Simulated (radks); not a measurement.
The numbers below are computed, except where a source is named.
Ionisation of neutral molybdenum, [Kr] 4d5 5s1, to [Kr] 4d5 as the strength of local exchange is varied. Level of theory: Dirac Kohn-Sham, Slater X-alpha exchange (alpha = 2/3 is LDA exchange), no correlation, spin-unpolarised, spherical densities, point nucleus; open shells fill j = l - 1/2 first (a radial shooting solver on a logarithmic mesh with Libxc functionals).

alpha  E(Mo) (hartree)  exchange (hartree)  IE (eV)  -e of the level emptied (eV)  <r> of it (bohr)
0.556      -4022.01141           -95.84951    5.787                 3.033 (5s1/2)             3.748
0.628      -4034.44285          -108.59797    6.099                 3.305 (5s1/2)             3.683
0.667      -4041.19265          -115.53543    6.273                 3.459 (5s1/2)             3.648
0.815      -4066.91001          -142.06666    6.958                 4.081 (5s1/2)             3.514
0.821      -4067.95603          -143.14907    6.987                 4.108 (5s1/2)             3.508
0.986      -4096.82613          -173.12243    7.800                 4.872 (5s1/2)             3.365
x          -4073.53932          -148.93083    7.141                 4.251 (5s1/2)             3.480

Which alpha was used in the last row?

Answer. alpha = 0.853. NIST Atomic Spectra Database: 7.092 eV (measured). The Delta-SCF value meets it near alpha = 0.84. Spin polarisation and multiplet splitting are left out, so open shells lie too high by an amount that depends on their filling.

Beside tabulated values, note that spin-unpolarised runs miss the spin-polarisation part of the exchange energy of open shells.
